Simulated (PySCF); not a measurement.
hydrogen (H₂), SMILES [H][H].

Geometry optimised at PBE0-D3(BJ)/def2-TZVPD.

Two levels are set side by side: TDDFT-PBE/def2-TZVPD (PySCF) and EOM-CCSD/aug-cc-pVDZ (PySCF). Vertical, same geometry; the bases differ. Differences are taken from unrounded values.

```
quantity                                      TDDFT-PBE
--------------------------------------------  ---------
lowest singlet excitation (eV)                    11.95
lowest triplet excitation (TDA for PBE) (eV)       9.97
```

Q: These are the TDDFT-PBE values. What does EOM-CCSD give? (The exact figures need the calculation; the answer reports its results.)

A: 
| quantity | EOM-CCSD | TDDFT-PBE minus EOM-CCSD |
|---|---|---|
| lowest singlet excitation (eV) | 12.61 | -0.65 |
| lowest triplet excitation (TDA for PBE) (eV) | 10.43 | -0.46 |

Functionals without exact exchange tend to place singlet excitations lower, as here. Differences between two approximate levels are no errors against the true value.
